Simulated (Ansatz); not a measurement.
The cluster Pd₃H₄⁻. Total charge -1; doublet. Geometry relaxed at PBE-D4/def2-TZVPD.

```
atom   x (Å)   y (Å)   z (Å)
 Pd1  -0.839  -0.115   0.809
 Pd2  -0.015   0.024  -1.818
 Pd3   1.376   1.337   0.104
  H4   1.531   0.234  -1.217
  H5  -2.075  -0.982   1.342
  H6   0.803   0.467   1.401
  H7  -0.781  -0.965  -0.621
```

In the def2 sets Pd takes a core potential; there is no spin–orbit coupling. Another isomer (doublet) lies 0.13 eV lower at PBE0-D4/def2-TZVPD.

Task: Estimate the harmonic wavenumbers at UKS PBE-D4/def2-TZVPD (Ansatz, unscaled). Is this a minimum?

Result: 75, 115, 123, 163, 259, 310, 398, 508, 858, 1090, 1141, 1330, 1394, 1443, 1802 cm⁻¹. Yes, no mode is imaginary beyond noise. Zero-point energy 65.9 kJ/mol. Hardware: 4 threads of Arm Neoverse V2 on a shared host. Wall time 82 s.
